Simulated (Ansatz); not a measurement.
C₂H₈S₂Si (`C[SiH2]CSS`) at its PBE0-D4/def2-TZVP geometry, where that method's forces vanish. The species carries charge 0 and has multiplicity 1.

```xyz
13

C    -0.0173   -1.8852   -0.0861
Si    0.6700   -0.2462   -0.6583
C    -0.6822    1.0654   -0.6544
S    -1.3982    1.3526    0.9911
S     0.0351    2.4136    1.9715
H     0.7699   -2.6405   -0.0350
H    -0.7882   -2.2469   -0.7709
H    -0.4631   -1.7872    0.9064
H     1.2140   -0.3588   -2.0420
H     1.7772    0.1927    0.2332
H    -0.3561    2.0188   -1.0747
H    -1.5301    0.7196   -1.2574
H     0.7691    1.4019    2.4766
```

(1) What forces (eV/Å) does B3LYP-D4/def2-TZVPP give on these atoms in the Gaussian-basis code of Ansatz? (Best estimate.)

Results:

(1) Computed: 
```
C1  -0.037 -0.085  0.040
Si2  0.213  0.051 -0.087
C3   0.022  0.010 -0.304
S4  -0.424 -0.121  0.077
S5   0.274  0.196  0.222
H6  -0.047  0.020  0.003
H7   0.031  0.004  0.041
H8   0.021 -0.026 -0.054
H9  -0.029  0.003  0.083
H10 -0.074 -0.036 -0.062
H11 -0.024 -0.065  0.011
H12  0.058  0.030  0.020
H13  0.018  0.018  0.010
```

B3LYP here is the variant with VWN-RPA as its local correlation; programs differ in this.
